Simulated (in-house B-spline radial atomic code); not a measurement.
## Excitations of Pd by several methods

Full response, energies in eV; labels give the largest channel, * marks a mixed state, a dash one above the method's threshold, and an imaginary frequency an unstable closed-shell reference. Computed with a B-spline radial code for spherical atoms: linear response of the closed shell [Kr] 4d10 with each method's own kernel (bare exchange for TDHF, static screening on G0W0 levels for BSE, the adiabatic kernel for functionals); non-relativistic, point nucleus, no spin-orbit coupling, no double excitations, S, P, D and F terms only; shells from n = 2 respond. Only terms of natural parity with L up to 3 were computed.

Without relativity these are model numbers for so heavy an element.

```tsv
method	4d → 5s 3D	4d → 5s 1D	4d → 5p 3P	α (bohr³)
TDHF	2.147	2.780	5.098	19.6
BSE on G0W0@HF	2.635	3.096	5.190	18.95
LDA VWN5	1.037	1.462	3.930	28.36
PBE	0.923	1.416	3.651	29.26
PBE0	?	?	?	?
B3LYP (VWN-RPA)	?	?	?	?
CAM-B3LYP	1.326	1.777	4.301	24.93
LC-wPBE	1.413	1.915	4.366	24.32
wB97X	1.599	1.865	4.659	25.2
HSE06	1.329	1.830	4.232	25.33
BHandHLYP	1.658	2.134	4.673	22.69
BLYP	0.850	1.316	3.632	29.72
PBEsol	0.953	1.455	3.724	28.96
BP86	0.902	1.430	3.783	29.26
LDA exchange-only	0.496	1.128	3.080	33.09
B97-1	1.420	1.747	4.287	26
RPBE	0.891	1.386	3.529	29.81
OLYP	0.990	1.448	3.466	29.12
```

(1) What does B3LYP (VWN-RPA) give?

(2) What does PBE0 give?

Answers

(1) 4d → 5s 3D: 1.210; 4d → 5s 1D: 1.668; 4d → 5p 3P: 4.127; α: 26.19 (eV, bohr³).

(2) 4d → 5s 3D: 1.348; 4d → 5s 1D: 1.846; 4d → 5p 3P: 4.210; α: 25.25 (eV, bohr³).
